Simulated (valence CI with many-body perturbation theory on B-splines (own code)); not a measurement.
**E1 transitions of Si VIII**

Level of theory: configuration interaction combined with many-body perturbation theory (CI+MBPT): five valence electrons over a frozen Dirac-Fock core [He], a basis of 11 s, 11 p, 10 d, 8 f, 5 g, 2 h functions for each j, with the one-electron correlation potential Σ1 (screened to all orders), the two-electron term Σ2, the three-electron term Σ3, Breit, model QED; selected single and double excitations, second order for the rest, scaled by the run's own slope (own B-spline code, finite nucleus).

No measured spectrum was set against this ion. As an estimate, levels hold to about 100 cm⁻¹ or 0.05 % of their energy and the worst to 300 or 400 cm⁻¹, as in measured light ions of charge 2 to 7. Among the levels kept, up to 5700 cm⁻¹ of a level comes from second order outside the variational space, and about a tenth of that is noise between levels of different J, which matters for small intervals.

Lines 151 to 200 of 600 in falling wavelength, among levels below 244.28 eV, chosen from the strongest by gf and those to the six lowest levels. Wavelengths and rates use the calculated energies, so an error of 300 cm⁻¹ moves a line at 100.1 nm by 0.3 % and its rate by three times that or more. Electric multipoles are in the length gauge, E1 and E2 with the static RPA response of the core. Weak lines are less certain than strong ones. Lines between different terms over intervals too small for the method are left out, as are lines whose strength nearly cancels. Where a level lies close to another of its J and parity, the split of strength between their lines is uncertain. The highest levels of a list are the least certain.

Names give the largest LS component (configuration and term), which can be under half, so a name can repeat, a term be missing and a line seem to break the LS rules; names also repeat where a configuration has a term twice. Letters in brackets count levels of one name in rising energy.

```tsv
λ vac (nm)	Upper	Lower	A (s⁻¹)	S (a.u.) with core polarisation	S without
100.1	2s 2p3 3p 4P_1/2 [c]	2s 2p3 3s 4P°_3/2	9.72e+08	9.63e-01	9.64e-01
100.1	2s 2p3 3p 4P_3/2 [c]	2s 2p3 3s 4P°_5/2	5.11e+08	1.01e+00	1.01e+00
100.0	2s 2p3 3p 4P_5/2 [c]	2s 2p3 3s 4P°_5/2	8.32e+08	2.47e+00	2.47e+00
99.96	2s2 2p2 3d 4P_1/2	2s2 2p2 3p 4S°_3/2	5.39e+08	5.31e-01	5.31e-01
99.96	2s 2p3 3p 4P_3/2 [c]	2s 2p3 3s 4P°_1/2	4.82e+08	9.50e-01	9.51e-01
99.88	2s 2p3 3p 4P_5/2 [c]	2s 2p3 3s 4P°_3/2	3.54e+08	1.05e+00	1.05e+00
99.30	2s2 2p2 3d 4F_9/2	2s2 2p2 3p 4D°_7/2	1.03e+09	4.97e+00	4.97e+00
99.29	2s2 2p2 3d 4F_3/2	2s2 2p2 3p 4D°_3/2	2.50e+08	4.83e-01	4.83e-01
99.03	2s2 2p2 3d 2F_5/2 [a]	2s2 2p2 3p 2D°_3/2 [a]	9.16e+08	2.64e+00	2.64e+00
98.84	2s2 2p2 3d 2F_7/2 [a]	2s2 2p2 3p 2D°_5/2 [a]	9.74e+08	3.71e+00	3.71e+00
98.64	2s2 2p2 3d 4F_7/2	2s2 2p2 3p 4D°_5/2	9.57e+08	3.63e+00	3.63e+00
98.19	2s2 2p2 3d 2D_5/2 [c]	2s2 2p2 3p 2P°_3/2 [c]	1.13e+09	3.16e+00	3.16e+00
98.17	2s2 2p2 3d 4F_5/2	2s2 2p2 3p 4D°_3/2	8.63e+08	2.42e+00	2.42e+00
98.05	2s2 2p2 3d 4F_3/2	2s2 2p2 3p 4D°_1/2	7.89e+08	1.47e+00	1.47e+00
97.75	2s2 2p2 3d 4D_5/2	2s2 2p2 3p 4P°_5/2	1.71e+08	4.73e-01	4.73e-01
97.63	2s2 2p2 3p 2D°_5/2 [b]	2s2 2p2 3s 2D_5/2	8.52e+08	2.35e+00	2.35e+00
97.50	2s2 2p2 3p 2D°_3/2 [b]	2s2 2p2 3s 2D_3/2	7.28e+08	1.33e+00	1.33e+00
97.39	2s2 2p2 3p 2D°_3/2 [b]	2s2 2p2 3s 2D_5/2	1.93e+08	3.52e-01	3.52e-01
97.34	2s2 2p2 3d 2D_3/2 [c]	2s2 2p2 3p 2P°_1/2 [c]	9.63e+08	1.75e+00	1.75e+00
97.33	2s2 2p2 3d 2D_3/2 [c]	2s2 2p2 3p 2P°_3/2 [c]	1.97e+08	3.58e-01	3.58e-01
97.21	2s2 2p2 3d 2G_9/2	2s2 2p2 3p 2F°_7/2	1.17e+09	5.30e+00	5.30e+00
96.89	2s 2p3 3d 4D°_1/2 [a]	2s 2p3 3p 4P_1/2 [a]	1.08e+09	9.67e-01	9.67e-01
96.89	2s 2p3 3d 4D°_3/2 [a]	2s 2p3 3p 4P_1/2 [a]	5.39e+08	9.67e-01	9.68e-01
96.87	2s 2p3 3d 4D°_5/2 [a]	2s2 2p2 3d 2P_3/2 [b]	1.90e+08	5.10e-01	5.10e-01
96.69	2s2 2p2 3d 4D_7/2	2s2 2p2 3p 4P°_5/2	8.15e+08	2.91e+00	2.91e+00
96.64	2s 2p3 3d 4D°_5/2 [a]	2s 2p3 3p 4P_3/2 [a]	7.24e+08	1.94e+00	1.94e+00
96.64	2s2 2p2 3p 4S°_3/2	2s2 2p2 3s 4P_5/2	6.63e+08	1.18e+00	1.18e+00
96.64	2s 2p3 3d 4D°_3/2 [a]	2s 2p3 3p 4P_3/2 [a]	5.51e+08	9.81e-01	9.81e-01
96.54	2s2 2p2 3d 2G_7/2	2s2 2p2 3p 2F°_5/2	1.17e+09	4.15e+00	4.15e+00
96.51	2s2 2p2 3d 4D_1/2	2s2 2p2 3p 4P°_1/2	5.78e+08	5.12e-01	5.12e-01
96.44	2s 2p3 3d 4D°_5/2 [a]	2s 2p3 3p 4P_5/2 [a]	3.94e+08	1.05e+00	1.05e+00
96.40	2s 2p3 3d 4D°_7/2 [a]	2s 2p3 3p 4P_5/2 [a]	1.32e+09	4.66e+00	4.66e+00
95.90	2s2 2p2 3d 4D_5/2	2s2 2p2 3p 4P°_3/2	6.95e+08	1.82e+00	1.82e+00
95.43	2s2 2p2 3d 4D_3/2	2s2 2p2 3p 4P°_3/2	3.31e+08	5.68e-01	5.68e-01
94.80	2s2 2p2 3d 4D_3/2	2s2 2p2 3p 4P°_1/2	3.68e+08	6.18e-01	6.18e-01
94.35	2s 2p3 3p 2S_1/2	2s 2p3 3s 2P°_3/2 [a]	8.38e+08	6.94e-01	6.95e-01
94.30	2s 2p3 3p 2S_1/2	2s 2p3 3s 2P°_1/2 [a]	4.33e+08	3.59e-01	3.59e-01
93.98	2s 2p3 3d 4P°_1/2 [b]	2s 2p3 3p 4S_3/2	5.03e+08	4.12e-01	4.12e-01
93.68	2s2 2p2 3p 4S°_3/2	2s2 2p2 3s 4P_3/2	3.52e+08	5.71e-01	5.71e-01
92.70	2s 2p3 3d 4D°_7/2 [b]	2s 2p3 3p 4D_7/2 [a]	6.51e+08	2.05e+00	2.05e+00
92.56	2s 2p3 3d 4D°_5/2 [b]	2s 2p3 3p 4D_7/2 [a]	1.90e+08	4.47e-01	4.47e-01
92.37	2s 2p3 3d 2S°_1/2	2s 2p3 3p 2P_3/2 [a]	8.07e+08	6.28e-01	6.28e-01
92.30	2s 2p3 3d 4D°_7/2 [b]	2s 2p3 3p 4D_5/2 [a]	1.01e+08	3.13e-01	3.13e-01
92.29	2s2 2p2 3d 4D_7/2	2s2 2p2 3p 4D°_7/2	3.42e+08	1.06e+00	1.06e+00
92.16	2s 2p3 3d 4D°_5/2 [b]	2s 2p3 3p 4D_5/2 [a]	4.46e+08	1.03e+00	1.03e+00
92.12	2s 2p3 3d 4D°_3/2 [b]	2s 2p3 3p 4D_5/2 [a]	3.34e+08	5.16e-01	5.16e-01
92.02	2s2 2p2 3d 2F_7/2 [b]	2s2 2p2 3p 2F°_7/2	3.66e+08	1.12e+00	1.12e+00
91.76	2s 2p3 3d 4D°_5/2 [b]	2s 2p3 3p 4D_3/2 [a]	1.72e+08	3.93e-01	3.93e-01
91.73	2s 2p3 3d 4D°_1/2 [b]	2s 2p3 3p 4D_3/2 [a]	4.47e+08	3.41e-01	3.41e-01
91.73	2s 2p3 3d 4D°_3/2 [b]	2s 2p3 3p 4D_3/2 [a]	3.12e+08	4.76e-01	4.76e-01
```
